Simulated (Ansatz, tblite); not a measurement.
Forces on Ti2Si at its PBE0-D4/def2-TZVP geometry. Charge 0, multiplicity 1.

The xTB rows come from tblite. The restricted singlet is unstable towards broken spin symmetry at other levels; at PBE-D4/def2-TZVP this wasn't settled. At PBE-D4/def2-TZVP an occupied level lies above an empty one. Another isomer (quintet) lies 0.94 eV lower at PBE0-D4/def2-TZVP; other spin states weren't run for this one.

GFN1-xTB (tblite), largest force 5.58 eV/Å:

```xyz
3
positions Å, forces eV/Å
Ti   -0.020    1.265    0.394    0.646    5.045    2.299
Ti   -0.835   -0.376   -0.958   -3.101   -2.493   -3.915
Si    0.856   -0.889    0.563    2.456   -2.551    1.616
```

GFN2-xTB (tblite), largest force 7.33 eV/Å:

```
Ti 0.908 6.589 3.067
Ti -4.030 -3.346 -5.122
Si 3.121 -3.243 2.054
```

PBE-D4/def2-TZVP (Ansatz), largest force 0.79 eV/Å:

```
Ti 0.205 0.642 0.416
Ti -0.356 -0.486 -0.515
Si 0.150 -0.156 0.099
```
